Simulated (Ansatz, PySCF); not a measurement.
This PySCF input computes a CAM-B3LYP/def2-TZVPD energy:

```python
from pyscf import gto, scf, dft

mol = gto.M(
    atom='''
    C    -1.31183297    0.06977156   -0.26422823
    C    -0.78293718   -1.22049009   -0.19980282
    C     0.57853985   -1.37473341   -0.00199234
    C     1.30399856   -0.05381982   -0.10481011
    S     0.00466937    1.20671953    0.27337774
    H    -2.30647965    0.31653229    0.09102080
    H    -1.44092867   -2.08246919   -0.30415000
    H     1.10950171   -2.29862096   -0.21041114
    H     2.13623777    0.07858728    0.59535225
    H     1.70034924    0.15408847   -1.12085492
    ''',
    basis='def2-tzvpd',
    charge=-1,
    spin=0,
    verbose=4,
)

mf = dft.RKS(mol, xc='camb3lyp').density_fit(auxbasis='def2-universal-jkfit')
mf.grids.level = 3
mf.conv_tol = 1e-9
mf.max_cycle = 100
mf.max_memory = 1500
mf.kernel()
if not mf.converged:
    mf = mf.newton()
    mf.kernel(mf.make_rdm1())
mf.analyze()
```

**Question.** Write an input for the same energy in Ansatz (a program for electronic structure) and say what it gives.

**Answer.** 
Ansatz 0.2 input:
```yaml
crystal:
  periodic: [false, false, false]
  atoms:
    - {symbol: C, position_ang: [-1.31183297, 0.06977156, -0.26422823]}
    - {symbol: C, position_ang: [-0.78293718, -1.22049009, -0.19980282]}
    - {symbol: C, position_ang: [0.57853985, -1.37473341, -0.00199234]}
    - {symbol: C, position_ang: [1.30399856, -0.05381982, -0.10481011]}
    - {symbol: S, position_ang: [0.00466937, 1.20671953, 0.27337774]}
    - {symbol: H, position_ang: [-2.30647965, 0.31653229, 0.09102080]}
    - {symbol: H, position_ang: [-1.44092867, -2.08246919, -0.30415000]}
    - {symbol: H, position_ang: [1.10950171, -2.29862096, -0.21041114]}
    - {symbol: H, position_ang: [2.13623777, 0.07858728, 0.59535225]}
    - {symbol: H, position_ang: [1.70034924, 0.15408847, -1.12085492]}
basis:
  gaussian:
    orbitals: def2-TZVPD
hamiltonian:
  xc: {name: CAM-B3LYP}
total_charge: -1
output: {forces: true}
```
It gives -553.56317 Eh, and PySCF -553.56323 Eh, a difference of 0.06 mEh, from the treatment of integrals and grids.

It need not be the lowest isomer of its formula. Whether it binds its extra electron was not tested at this geometry.
